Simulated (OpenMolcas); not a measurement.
# W IV: effect of the active space

- Program: OpenMolcas 26.06
- Method: SS-CASPT2 or its RAS form, IPEA 0.25 Eh, imaginary shift 0.1 Eh
- Basis: ANO-RCC-VTZP
- Scalar Hamiltonian: DKH2, point nucleus
- Spin-orbit coupling: RASSI with atomic mean-field integrals over the reference wave functions, term energies averaged over their components

A. 3 electrons in 5 orbitals (5d); 2S+1 = 4 even, 10 roots; 2S+1 = 2 even, 40 roots; closed shells correlated: 5s 5p; CASPT2 step roughly 22 core-seconds
B. 9 electrons in 8 orbitals (RAS1 5p, at most 2 holes; RAS2 5d); 2S+1 = 4 even, 10 roots; 2S+1 = 2 even, 40 roots; closed shells correlated: 5s; CASPT2 step of the order of 40 core-seconds
C. 3 electrons in 9 orbitals (RAS2 5d 6s; RAS3 6p, at most 2 electrons); 2S+1 = 4 even, 20 roots; 2S+1 = 2 even, 70 roots kept (CI in the orbitals of an earlier block); 2S+1 = 4 odd, 45 roots; 2S+1 = 2 odd, 90 roots kept (CI in the orbitals of an earlier block, 80 in the spin-orbit step); closed shells correlated: 5s 5p; CASPT2 step about 7 core-minutes
D. 3 electrons in 10 orbitals (5d 6d); 2S+1 = 4 even, 10 roots; 2S+1 = 2 even, 40 roots; closed shells correlated: 5s 5p; CASPT2 step of the order of 5 core-minutes

Energies in cm⁻¹ above 5d³ ⁴F_3/2, the measured ground level; measured values from the list in J. Phys. B 45, 035001 (2012).

```
            Level      A      B      C      D  Measured
       5d³ ⁴F_3/2    0.0    0.0    0.0    0.0       0.0
       5d³ ⁴F_5/2   3610   3860   3740   3670      3537
       5d³ ⁴F_7/2   6910   7290   7120   6990      6745
5d³ ⁴F_9/2 [72 %]   9530   9960   9770   9650      9256
       5d³ ²G_7/2  16090  16530  16340  16060     15261
5d³ ²H_9/2 [52 %]  16970  17510  17400  17200          
       5d³ ⁴P_5/2  18070  18440  18090  18160     17190
      5d³ ²H_11/2  23170  23920  23880  23780     22223
    5d³ ²D_5/2(1)  24460  25200  24150  24400     22766
5d³ ²G_9/2 [50 %]  25170  26040  25710  25490          
       5d³ ²F_5/2  30750  31120  29630  30760     27938
       5d³ ²F_7/2  30780  31140  30210  30750     28412
    5d³ ²D_5/2(2)  46740  46960  45870  46910     43287
    5d³ ²D_3/2(2)  46810  47210  46800  46890
```

Deviations, from unrounded energies. A percentage is the sum of absolute deviations over the sum of measured energies, with the sign that they share, or ± where signs differ.

```tsv
Against measurement	Levels	A	B	C	D
mean absolute deviation (cm-1)	10	1300	1800	1200	1500
fine structure of the ground term (%)	3	+2.6	+8.1	+5.6	+4.0
other terms of the ground configuration (%)	7	+7.3	+9.2	+6.3	+7.8
```

C lies closest to measurement on these levels and B furthest from it. The largest miss of C in the table is 5d³ ²D_5/2(2), by +2600 cm-1. The ranking rests on the paired levels alone, and a cruder setting can come out closer through cancelling errors.

The two smallest mean deviations differ by little beside CASPT2's spread within terms, so their order carries little weight.

Among A to D the level of the table that moves most is 5d³ ²F_5/2, by 1500 cm-1 (lowest in C, highest in B). Moves below CASPT2's spread within the term are not significant.

CASPT2 does not keep the components of a term degenerate, so their means are used; among the terms shown or strongly mixed into the levels shown the widest spread is 1800 cm-1 (5d³ ²H, A). Over all roots computed the reference weight is 0.91 to 0.97 in B, 0.90 to 0.96 in D; the roots of lowest weight are the least certain, and an intruder state may touch them. The CASPT2 spread within a term exceeds the gap to the next term for 5d³ ²H and 5d³ ²D(1), so the order of their levels is uncertain (holds for A; B). Active for correlation alone: 5p; no level in the range computed is led by a configuration that opens it, so any true level of that kind is missing (holds for B). Some high roots are left out of the spin-orbit mixing, which shifts the levels that they would mix with (holds for C). Terms from blocks run as CI alone lack orbitals of their own (holds for C). Active for correlation alone: 6d; no level in the range computed is led by a configuration that fills it, so any true level of that kind is missing (holds for D). Computed and measured levels are paired by configuration, term and J; levels that our copy of the source lacks, or whose pairing is in doubt (as where it misses far off the trend of its configuration), stay unpaired and out of the deviations. Levels of configurations outside the active space are missing. Levels that lie high or do not pair safely by name in every column are left out.

A share in square brackets marks a mixed level and gives the weight of the term that names it, the lowest over the columns. A number in round brackets counts repeated terms of one configuration in the order of the reference energies.
